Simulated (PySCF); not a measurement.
# Unknown: peak-picked proton spectrum

Formula C6H6O. The spectrum was simulated from the full spin Hamiltonian at 400 MHz with 0.8 Hz Lorentzian lines, from shifts rounded to 0.01 ppm and J to 0.1 Hz, couplings under 1 Hz left out.

Maxima in ppm (height), grouped by integral:
4H: 7.367 (2), 7.353 (69), 7.350 (100), 7.347 (69), 7.333 (2)
2H: 5.265 (12), 5.262 (29), 5.260 (40), 5.258 (29)

$^{13}$C{$^{1}$H} NMR (computed): δ 157.4, 87.5.

- NMR shieldings at B97-2/pcSseg-2/GIAO
- J: B3LYP/pcJ-1 (without the spin–dipole term)
- geometry: PBE0-D3(BJ)/def2-SVP
- code: PySCF 2.14.0 with density-fitted response routines
- single conformer, gas phase, no relativistic terms, rapidly exchanging positions averaged

Scale: TMS for $^{1}$H and $^{13}$C (reference shieldings calculated alike).

Problem. Analyse the multiplets.

Solution. $^{1}$H NMR (400 MHz, computed): δ 7.35 (m, 4H), 5.26 (m, 2H). These are first-order names from the parameters used; overlap and second-order distortion can hide them in the list.

Problem. What is the compound?

Solution. SMILES C1=C[C@H]2C=C[C@@H]1O2.

Atoms are numbered as in `[CH:1]1=[CH:2][C@H:3]2[CH:4]=[CH:5][C@@H:6]1[O:7]2`. Each H is labelled by its parent atom.

δ 7.35: H(C1)/H(C2)/H(C4)/H(C5), hydrogen on an alkene CH, coupled to H(C3)/H(C6) (2.2 Hz). δ 5.26: H(C3)/H(C6), hydrogen on an allylic sp3 CH bonded to O, coupled to H(C1)/H(C2)/H(C4)/H(C5) (2.2 Hz).

This is the structure that produced the data.

Multiplet labels drop couplings under 1 Hz and merge nearly equal ones. Couplings among chemically equivalent protons are left out too, so labels in AA′BB′ or AA′XX′ sets are apparent multiplicities. Unscaled 3J(H,H) at this level run about 10 % above measured values. Shifts are as computed. Against solution values, carbons near 30 ppm lie about +4 ppm off and those near 130 ppm about +7 ppm. Of 1211 compounds with measured shifts, 218 miss one by over three times the rms of a fit or turn the order of signals round; such compounds aren't used in these exercises.
